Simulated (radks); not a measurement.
The numbers below are computed, except where a source is named.
Problem. Orbital eigenvalues (eV) of the cobalt ion Co+, [Ar] 3d8, of relativity; Dirac values are averaged over j with weights 2j + 1. Spin-unpolarised spherical Kohn-Sham, PBE, point nucleus unless stated (finite: rms radius 3.7875 fm), a radial shooting solver on a logarithmic mesh with Libxc functionals. A level marked "c x" has the speed of light scaled by that factor and shares open shells by 2j + 1; other Dirac levels either fill j = l - 1/2 first or share by 2j + 1.

shell  non-rel.
1s      -7519.0
2s      -885.17
2p      -768.87
3s      -102.90
3p      -68.266
3d      -12.320

Give the values at the level "Dirac, 2j+1 shares, finite nucleus".

Solution. 
shell  Dirac, 2j+1 shares, finite nucleus  change of magnitude (%)
1s                                -7594.6                    +1.01
2s                                -901.20                    +1.81
2p                                -772.28                    +0.44
3s                                -105.59                    +2.61
3p                                -69.011                    +1.09
3d                                -12.243                    -0.63
